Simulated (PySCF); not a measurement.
PySCF 2.14 output of an unrestricted PBE calculation on a single atom or ion in cc-pVQZ-PP with ECP60MDF (6s6p5d3f2g1h, 99 functions), with scalar relativity through the core potential:

```
SCF conv_tol = 1e-09
number electrons alpha = 9  beta = 4
    J. P. Perdew, K. Burke, and M. Ernzerhof.,  Phys. Rev. Lett. 77, 3865 (1996)
    J. P. Perdew, K. Burke, and M. Ernzerhof.,  Phys. Rev. Lett. 78, 1396 (1997)
    J. P. Perdew, K. Burke, and M. Ernzerhof.,  Phys. Rev. Lett. 77, 3865 (1996)
    J. P. Perdew, K. Burke, and M. Ernzerhof.,  Phys. Rev. Lett. 78, 1396 (1997)
cycle= 1 E= -57.3015117129251  delta_E= -0.00703  |g|= 0.0159  |ddm|= 0.143
cycle= 2 E= -57.3015947480871  delta_E= -8.3e-05  |g|= 0.00692  |ddm|= 0.0345
cycle= 3 E= -57.3016155554265  delta_E= -2.08e-05  |g|= 0.00498  |ddm|= 0.0151
cycle= 4 E= -57.3016300067795  delta_E= -1.45e-05  |g|= 0.000141  |ddm|= 0.00563
cycle= 5 E= -57.30163001765  delta_E= -1.09e-08  |g|= 3.49e-05  |ddm|= 0.000275
cycle= 6 E= -57.3016300186689  delta_E= -1.02e-09  |g|= 5.9e-07  |ddm|= 5.46e-05
cycle= 7 E= -57.301630018669  delta_E= -1.35e-13  |g|= 2.59e-08  |ddm|= 1.17e-06
converged SCF energy = -57.301630018669  <S^2> = 8.7510201  2S+1 = 6.00034
```

The run itself started from symmetry-adapted Hartree-Fock orbitals and held the occupation by maximum overlap, on a logarithmic radial grid, so the iterations belong to that start.

Problem. Which element, charge and spin multiplicity is this?

Solution. Ta (tantalum, neutral), multiplicity 6; the state was [Xe] 4f14 5d4 6s1, high-spin 6D determinant (an excited configuration).

Energies and moments cover only the electrons outside the core potential. Spin-orbit coupling, absent here, splits the open shell strongly.
